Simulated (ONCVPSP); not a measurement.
LDA (Perdew-Wang 92) ONCV dataset for H, scalar-relativistic all-electron reference.

ONCVPSP 4.0.1 was run on this input:

```
# ATOM AND REFERENCE CONFIGURATION
# atsym  z   nc   nv     iexc    psfile
  H 1.00    0    1  -001012      upf
#
#   n    l    f
    1    0    1.00
#
# PSEUDOPOTENTIAL AND OPTIMIZATION
# lmax
    1
#
#   l,   rc,      ep,       ncon, nbas, qcut
    0    1.35    0.00    4    9    3.80
    1    1.35    0.07    3    7    5.10
#
# LOCAL POTENTIAL
# lloc, lpopt,  rc(5),   dvloc0
    0    5    1.35    0.00
#
# VANDERBILT-KLEINMAN-BYLANDER PROJECTORs
# l, nproj, debl
    0    0    1.90
    1    2    3.70
#
# MODEL CORE CHARGE
# icmod, fcfact, rcfact
    0    0.00    0.00
#
# LOG DERIVATIVE ANALYSIS
# epsh1, epsh2, depsh
   -2.00    5.00    0.02
#
# OUTPUT GRID
# rlmax, drl
    6.00    0.01
#
# TEST CONFIGURATIONS
# ncnf
    1
# nvcnf
#   n    l    f
    1
    1    0    0.50
#
```

Command:

```bash
oncvpsp.x < H.dat > H.out
```

The program printed (shortened: citation, most of the input echo, consistency checks and plot data are left out):

```
ONCVPSP  (Optimized Norm-Conservinng Vanderbilt PSeudopotential)
scalar-relativistic version 4.0.1

#   n    l    f        energy (Ha)
    1    0    1.00    -2.3345876E-01

Reference configufation results
  iterations    20
  all-electron total energy (Ha)   -4.45672080D-01

Begin loop to  construct optimized pseudo wave functions
and semi-local pseudopoentials for all angular momenta

Calculating optimized projector #   1

 for l=   0

    Fraction of norm inside rc  0.447752
    Optimizing pswf for qcut=   3.81 a_B^-1,  ecut=   7.26 Ha
    Residual kinetic energy error=  3.86D-03 Ha

    Energy error per electron        Cutoff
         Ha          eV             Ha
         0.01000     0.27211        5.41
         0.00100     0.02721       18.71
         0.00010     0.00272      115.11
         0.00001     0.00027      135.90

   Wellstate for l =  1  n =  2
     eigenvalue =   0.0700
     asymptotic potential =   0.5700
     half-point radius = 12.2391

   Wellstate for l =  1  n =  4
     eigenvalue =   3.7700
     asymptotic potential =   4.2700
     half-point radius =  2.9871

Calculating optimized projector #   1

 for l=   1

    Fraction of norm inside rc  0.009507
    Optimizing pswf for qcut=   5.11 a_B^-1,  ecut=  13.06 Ha
    Residual kinetic energy error=  1.00D-06 Ha

    Energy error per electron        Cutoff
         Ha          eV             Ha
         0.01000     0.27211        0.47
         0.00100     0.02721        1.56
         0.00010     0.00272        4.17
         0.00001     0.00027        8.39

Calculating optimized projector #   2

 for l=   1

    Fraction of norm inside rc  0.137048
    Optimizing pswf for qcut=   5.11 a_B^-1,  ecut=  13.06 Ha
    Residual kinetic energy error=  6.95D-04 Ha

    Energy error per electron        Cutoff
         Ha          eV             Ha
         0.01000     0.27211        7.54
         0.00100     0.02721       10.07
         0.00010     0.00272       20.26
         0.00001     0.00027       66.83

Construct Vanderbilt / Kleinmman-Bylander projectors

B matrix Hermiticity error, ll=   1
   1   2   -1.4991E-05

  Orthonormal projector coefficients -7.1027E-01  4.6034E-01

Pseudoatom total energy   -0.444197

Diagnostic tests using Vanderbilt-Kleinman-Bylander pseudopotentials
  1 or more projectors used as specified by nproj input data

   l    rcore       rmatch      e in        delta e   norm test  slope test

   0   1.3524621   1.3935258  -0.2334588  -0.0000011   0.9999995   1.0000093

   1   1.3524621   1.3935258   0.0700000  -0.0000314   1.0000264   1.0000264
   1   1.3524621   1.3935258   3.7700000   0.0000087   1.0000939   1.0000939

 Testing for bound ghosts
   n   l    E NL Schr. Eq   E Basis Diag.   E Cutoff

 Testing for highly-localized positive-energy ghosts
       l    <radius>/rc     E Basis Diag.   E Cutoff

Test configuration 0

   n   l     f        eae           eps        diff
   1   0  1.0000   -0.23345876   -0.23345990   -1.14D-06

    Total energies and differences
      AE_ref= -4.45672080D-01  AE_tst= -4.45672080D-01  dif=  0.00D+00
      PS_ref= -4.44196839D-01  PS_tst= -4.44196839D-01  dif= -3.89D-16
      PSP excitation error=  3.89D-16

Test configuration 1

   n   l     f        eae           eps        diff
   1   0  0.5000   -0.45310618   -0.45189445    1.21D-03

    Total energies and differences
      AE_ref= -4.45672080D-01  AE_tst= -2.75090234D-01  dif=  1.71D-01
      PS_ref= -4.44196839D-01  PS_tst= -2.73828125D-01  dif=  1.70D-01
      PSP excitation error=  2.13D-04
```

The run took about 0.78 s on one core of a shared server CPU.
